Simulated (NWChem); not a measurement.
C$_{3}$H$_{5}$NSi; SMILES C1=C[SiH2]C=N1

```xyz
10

C     -0.7242     1.2685     0.0000
C     -1.3254     0.0616     0.0000
Si     0.0512    -1.1932     0.0000
C      1.3001     0.2472     0.0000
N      0.6965     1.3791     0.0000
H     -1.2589     2.2245     0.0000
H     -2.4111    -0.0440     0.0000
H      0.1325    -2.0557     1.2171
H      0.1325    -2.0557    -1.2171
H      2.3990     0.2416     0.0000
```
Atoms are numbered in this order, from 1.

Computed with NWChem. Pople sets run with spherical d functions. Coordinates come from a PBE0/def2-SVP optimisation. Core excitations by TDA in a window of 1s orbitals, non-relativistic and unshifted: absolute energies depend strongly on the exact-exchange share.

What does the run give for N K edge, PBE0/6-311G**? Quantities: first 1s excitation (eV); dipole oscillator strength of the first; first state with f > 0.002 (eV); dipole oscillator strength of that state.


```yaml
first 1s excitation (eV): 386.9
dipole_oscillator_strength_of_the_first: 0.0309
first state with f > 0.002 (eV): 386.9
dipole_oscillator_strength_of_that_state: 0.0309
```
